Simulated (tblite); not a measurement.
Compound: CH13NSi4.
Cartesian coordinates in Å at the GFN2-xTB level; atoms count from 1:
```
atom  x, y, z in Å
Si1   -1.886    1.458   -0.746
C2    -2.271   -0.331   -0.245
Si3   -0.900   -1.231    0.730
Si4    0.974   -1.535   -0.573
N5     2.290   -0.577    0.043
Si6    2.364    1.122    0.359
H7    -2.998    1.997   -1.539
H8    -0.660    1.498   -1.549
H9    -1.724    2.292    0.447
H10   -3.189   -0.341    0.344
H11   -2.490   -0.907   -1.146
H12   -0.697   -0.492    1.987
H13   -1.468   -2.527    1.158
H14    1.519   -2.903   -0.551
H15    0.761   -1.222   -2.002
H16    3.196   -1.001   -0.077
H17    2.515    1.912   -0.871
H18    1.117    1.481    1.029
H19    3.539    1.317    1.209
```

Level: GFN2-xTB in tblite, geometry and Hessian alike; calculated harmonic values, unscaled, isolated species. This tight-binding method is rough: wavenumbers can miss measured ones by several per cent, in bad cases by 10 to 20. Modes of hydrogen on silicon can be 10 to 20 % off. One conformer, not necessarily the lowest.

Harmonic wavenumbers (cm⁻¹): 37.1, 52.2, 81.8, 93.5, 104.7, 125.7, 142.7, 193.0, 228.8, 368.4, 385.9, 431.4, 455.6, 491.2, 514.8, 552.0, 560.0, 576.9, 604.8, 622.5, 670.2, 700.5, 717.6, 757.9, 770.8, 781.4, 798.5, 801.7, 806.1, 817.8, 821.0, 827.1, 837.0, 986.9, 1017.9, 1130.3, 1202.8, 1460.5, 2102.8, 2128.4, 2164.4, 2177.8, 2200.0, 2219.7, 2241.8, 2247.3, 2251.3, 2275.4, 2959.8, 2977.1, 3466.1.

A = 1676, B = 893.4, C = 670.1 MHz; mass 151.013 u (most abundant isotopes); point group C1, symmetry number 1.

**Question.** Zero-point energy?

**Answer.** ½Σν̃ = 26970 cm⁻¹ = 77.11 kcal/mol.

**Question.** Entropy at 298.15 K, 1 bar (ideal gas, RRHO, classical rotation)?

**Answer.** Translation 40.97, rotation 30.15, vibration 41.55: S = 112.7 cal/(mol K).

**Question.** And Cp and H(298.15 K) − H(0)?

**Answer.** Cp = 49.21 cal/(mol K), of which vibrations give 41.26 (their classical limit is 51 R = 101.3); H(298.15 K) − H(0) = 8.71 kcal/mol without the zero-point energy, 6.34 from vibrations.

**Question.** Which modes carry the vibrational entropy at 298.15 K?

**Answer.** 37.1 cm⁻¹: 5.41; 52.2 cm⁻¹: 4.73; 81.8 cm⁻¹: 3.85; 93.5 cm⁻¹: 3.59; 104.7 cm⁻¹: 3.36; 125.7 cm⁻¹: 3.01 cal/(mol K); the other 45 give 17.60 together.

**Question.** What must be added to the electronic energy to get the Gibbs energy at 298.15 K and 1 bar?

**Answer.** ZPE + [H(298.15 K) − H(0)] − T·S = 77.11 + 8.71 − 33.59 = 52.23 kcal/mol.

**Question.** How do the functions run with temperature in this model?

**Answer.** 
```tsv
T (K)	S (cal/(mol K))	Cp (cal/(mol K))	H − H(0) (kcal/mol)	G − H(0) (kcal/mol)	ln q(vib)
100	75.9	23.0	1.57	-6.02	2.88
200	95.7	36.2	4.50	-14.64	6.64
300	113.0	49.4	8.81	-25.09	10.27
500	142.8	67.0	20.62	-50.77	17.24
800	177.9	82.0	43.18	-99.10	26.60
1000	196.9	88.4	60.26	-136.62	32.12
```

q(vib) and H(0) count from the zero-point level.

**Question.** Blend soft modes into free rotors: weight 1/[1 + (100 cm⁻¹/ν̃)⁴] for the oscillator and the rest for a rotor with moment μB/(μ + B), μ = h/(8π²ν), B = 10⁻⁴⁴ kg m². What vibrational entropy results?

**Answer.** 37.55 cal/(mol K) in place of 41.55, which changes −T·S at 298.15 K by +1.19 kcal/mol.

Hindered rotation and anharmonicity are outside this model. Other conformers, if any are populated, would add a mixing term that is left out. The structure is chiral; the term R ln 2 for an equal mix with its mirror image is left out.
